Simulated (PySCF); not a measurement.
**Checking a proposed structure**

A compound C₇H₉ClOSi gives the data below (simulated from a calculation) and was assigned the structure `[SiH3]OC1=CCC=C/C1=C\Cl`.

13C{1H} NMR (computed): δ 144.9 (C), 139.8 (C), 138.6 (CH), 137.6 (CH), 136.1 (CH), 134.5 (CH), 54.3 (CH3).

1H NMR (600 MHz, computed): δ 7.86 (d, 1H), 7.64 (m, 1H), 7.61 (m, 1H), 7.48 (s, 1H), 5.36 (s, 2H), 4.02 (s, 3H).

Theoretical values (PySCF 2.14): σ from GIAO-PBE0/pcSseg-1, geometry: GFN2-xTB. A single conformation, rapidly exchanging positions averaged, no solvent, non-relativistic.

Chemical shifts δ = σref − σ; 1H (σ = 31.72 ppm) and 13C (σ = 186.93 ppm) against TMS, all at this level.

(1) Compare with the shifts computed for the proposed structure, pairing carbons in order of shift.

(2) Which isomer fits?

Answers

(1) Structure with atom numbers: `[SiH3:1][O:2][C:3]1=[CH:4][CH2:5][CH:6]=[CH:7]/[C:8]1=[CH:9]\[Cl:10]`; H(Xn) means a hydrogen on atom n.

```csv
atom,computed for proposal,given list,difference
C3,154.9,144.9,+10.0
C6,136.0,139.8,-3.8
C8,135.0,138.6,-3.6
C7,129.7,137.6,-7.9
C9,126.0,136.1,-10.1
C4,110.4,134.5,-24.1
C5,34.1,54.3,-20.2
```

The rms difference is 13.5 ppm and the largest -24.1 ppm at C4 (β carbon of an enol-ether or enamine type C=C). The carbon types in order of shift don't match either: C, CH, C, CH, CH, CH, CH2 for the proposal against C, C, CH, CH, CH, CH, CH3 in the data. The proposal doesn't fit.

(2) SMILES [SiH2](OC)c1cccc(Cl)c1.

1. Carbon types of the structure: 2 × C, 4 × CH, 1 × CH3, leaving 2 H on heteroatoms.
2. δC 144.9: aromatic carbon bearing chlorine.
3. δC 139.8: substituted aromatic carbon.
4. δC 138.6, 137.6, 136.1, 134.5: aromatic CH; the aromatic region.
5. δH 7.86, 7.64, 7.61, 7.48: hydrogen on an aromatic CH; the ring current deshields protons in the ring plane.

Other isomers checked: CC1=CC=C(O[SiH3])/C1=C/Cl (rms 17.9 ppm); O=C1C=C(C/C=C\Cl)C[SiH2]1 (rms 54.0 ppm).

The data come from this structure; uniqueness wasn't tested.

Carbons that carry Cl, above all several Cl atoms, come out too deshielded, partly because spin–orbit coupling is missing. Shifts are as computed. Against solution values, carbons near 30 ppm lie about +3 ppm off and those near 130 ppm about +5 ppm; carbons on Cl a further +6 ppm. Of 1309 compounds with measured shifts, 239 miss one by over three times the rms of a fit or turn the order of signals round; such compounds aren't used in these exercises. Multiplicities follow the n + 1 count of equivalent neighbours, as no J values were calculated; m marks all less simple cases, F and P coupling included.
